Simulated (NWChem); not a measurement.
## Correlation energy of CCl$_{2}$

```xyz
3

Cl     1.4022     0.0000     0.1491
C      0.0000     0.0000    -0.8450
Cl    -1.4022     0.0000     0.1491
```
Charge 0, spin multiplicity 1.

All runs are NWChem calculations. All single points use one geometry, from PBE0/def2-SVP, a minimum by its harmonic frequencies.

Basis set: cc-pVDZ. Each correlation energy counts from its own Hartree-Fock reference.

The correlated methods keep 11 core orbitals frozen. The structure started from a generated list of species. Coupled-cluster values serve here as a point of comparison, not as the truth.

Question: For the correlation energy, CCSD(T) gives -434.6 mHa and SCS-MP2 gives -374.1 mHa. What do RI-MP2, CR-CCSD[T], MP2 give?

Answer: RI-MP2: -387.0 mHa; CR-CCSD[T]: -432.0 mHa; MP2: -386.9 mHa.
